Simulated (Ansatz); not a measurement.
Relaxation of CH$_{8}$O$_{2}$Si$_{3}$ (14 atoms, charge 0, multiplicity 1), to a largest force component of 0.02 eV/Å in at most 40 steps.

The calculation used RKS PBE0/STO-3G in Ansatz 0.2.0.

```xyz
14
Properties=species:S:1:pos:R:3:forces:R:3
C -2.181 1.447 -0.046 -2.39 3.29 -0.48
O -1.095 1.109 0.700 1.38 -0.44 2.68
Si 0.175 0.462 -0.108 2.62 2.15 1.87
O -0.155 -0.912 -0.920 -3.82 -0.21 -2.37
Si 1.222 -1.735 -0.737 3.78 -3.17 1.64
Si 1.615 -0.672 1.263 -0.06 -0.03 -0.76
H -2.662 0.627 -0.544 -0.82 -1.11 -1.00
H -2.929 1.937 0.621 -0.13 -0.53 0.01
H -1.972 2.274 -0.759 0.02 -0.30 -0.70
H 0.839 1.453 -0.981 -0.45 -0.16 0.14
H 0.991 -3.192 -0.586 0.11 0.69 -0.76
H 2.195 -1.369 -1.787 -0.34 -0.52 0.32
H 0.975 -1.331 2.448 0.76 0.62 -0.90
H 2.969 -0.129 1.465 -0.66 -0.28 0.31
```

Where does it end, and by what steps?

The run converged. Limits of this set-up: minimal basis. After 12 steps the energy has fallen by 1.242 eV; H12 moved furthest, 0.82 Å.

| step | energy less start (eV) | largest force component (eV/Å) | accepted |
| --- | --- | --- | --- |
| 0 | 0.0000 | 3.824 | yes |
| 1 | -0.8944 | 1.826 | yes |
| 2 | -1.1045 | 0.644 | yes |
| 3 | -1.1510 | 0.605 | yes |
| 4 | -1.2002 | 0.262 | yes |
| 5 | -1.2238 | 0.163 | yes |
| 6 | -1.1706 | 0.677 | no |
| 7 | -1.2347 | 0.075 | yes |
| 8 | -1.2391 | 0.101 | yes |
| 9 | -1.2403 | 0.085 | yes |
| 10 | -1.2418 | 0.102 | yes |
| 11 | -1.2423 | 0.047 | yes |
| 12 | -1.2425 | 0.018 | yes |

```xyz
14
Properties=species:S:1:pos:R:3
C -2.242 1.409 -0.066
O -1.276 0.715 0.764
Si 0.244 0.603 -0.032
O 0.206 -0.580 -1.294
Si 1.218 -1.848 -0.663
Si 1.733 -0.612 1.150
H -2.512 0.851 -0.987
H -3.168 1.534 0.525
H -1.909 2.420 -0.382
H 0.544 1.908 -0.608
H 0.462 -3.068 -0.445
H 2.270 -2.169 -1.610
H 1.336 -1.095 2.454
H 3.081 -0.096 1.225
```

Whether the end is a true minimum wasn't checked by a vibrational analysis.

Run time: 97 s on 1 thread of AMD EPYC 7571, with other jobs on the host, peak memory 0.14 GiB.
